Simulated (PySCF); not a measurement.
**Electronic structure of Pr⁺ (praseodymium, charge +1) at the UHF level**

Configuration: [Xe] 4f2 6s2, one real determinant (an excited configuration). All numbers are calculated (PySCF 2.14, the spin-free X2C one-electron Hamiltonian (Gaussian nucleus), in x2c-TZVPPall (11s7p7d4f2g, 113 functions)).

* Total energy: -9232.808604 hartree
* One-electron energy: -12574.9744 hartree
* Hartree (Coulomb) energy: 3556.9682 hartree
* Exchange energy: -214.8023 hartree
* ⟨S²⟩: 2.0020
* ⟨L²⟩: 24.039
* Sum of ⟨r⟩: 41.07 bohr
* Sum of ⟨r²⟩: 74.38 bohr²
* Traceless quadrupole moment −½Σ⟨3z² − r²⟩ along its main axis: -0.569 e·bohr²
* Langevin diamagnetic susceptibility: -58.9 ×10⁻⁶ cm³/mol

| shell | electrons | mean orbital energy (eV) | spread (eV) | rms radius, mean of both spins (bohr) |
| --- | --- | --- | --- | --- |
| 1s α | 1 | -42205.9 | 0 | 0.0275 |
| 1s β | 1 | -42205.9 | 0 | 0.0275 |
| 2s α | 1 | -6914.5 | 0 | 0.111 |
| 2s β | 1 | -6914.5 | 0 | 0.111 |
| 2p α | 3 | -6188.6 | 0.179 | 0.0998 |
| 2p β | 3 | -6188.6 | 0.186 | 0.0998 |
| 3s α | 1 | -1552.5 | 0 | 0.290 |
| 3s β | 1 | -1551.6 | 0 | 0.290 |
| 3p α | 3 | -1316.7 | 0.629 | 0.290 |
| 3p β | 3 | -1315.7 | 1.156 | 0.290 |
| 3d α | 5 | -982.01 | 0.528 | 0.268 |
| 3d β | 5 | -980.85 | 1.083 | 0.268 |
| 4s α | 1 | -343.18 | 0 | 0.659 |
| 4s β | 1 | -340.30 | 0 | 0.659 |
| 4p α | 3 | -263.11 | 0.438 | 0.700 |
| 4p β | 3 | -259.87 | 2.092 | 0.700 |
| 4d α | 5 | -144.74 | 2.315 | 0.780 |
| 4d β | 5 | -140.44 | 2.346 | 0.780 |
| 5s α | 1 | -61.991 | 0 | 1.58 |
| 5s β | 1 | -60.748 | 0 | 1.58 |
| 5p α | 3 | -38.885 | 0.410 | 1.82 |
| 5p β | 3 | -37.899 | 1.003 | 1.82 |
| 4f α | 2 | -25.573 | 0.164 | 1.09 |
| 6s α | 1 | -11.061 | 0 | 4.23 |
| 6s β | 1 | -10.985 | 0 | 4.23 |

⟨L²⟩ = 24.04 against 30 for a pure H term, so this real determinant mixes terms. Spin-orbit coupling, absent here, splits the open shell strongly.

Densities and radii are taken from the X2C orbitals without a picture-change correction, which distorts them close to the nucleus.

Spin-orbit constants ζ (cm⁻¹) from the X2C one-electron operator on these orbitals: bare nucleus, nucleus screened by l(l+1)(2l+1)/3 electrons, and screened by the Breit-Pauli mean field of the electrons.

```json
{"shell": "2p", "bare": "2528000", "screened nucleus": "2442000", "mean field": "n/a"}
{"shell": "3p", "bare": "506600", "screened nucleus": "489400", "mean field": "n/a"}
{"shell": "3d", "bare": "78550", "screened nucleus": "65230", "mean field": "n/a"}
{"shell": "4p", "bare": "107200", "screened nucleus": "103600", "mean field": "n/a"}
{"shell": "4d", "bare": "13650", "screened nucleus": "11340", "mean field": "n/a"}
{"shell": "4f", "bare": "1730", "screened nucleus": "909.1", "mean field": "n/a"}
{"shell": "5p", "bare": "15210", "screened nucleus": "14690", "mean field": "n/a"}
```

To first order the Landé constant is A = 454.5 cm⁻¹, so the lowest level has J = 4 and lies 0.338 eV below the centre of the term. This holds in LS coupling only.
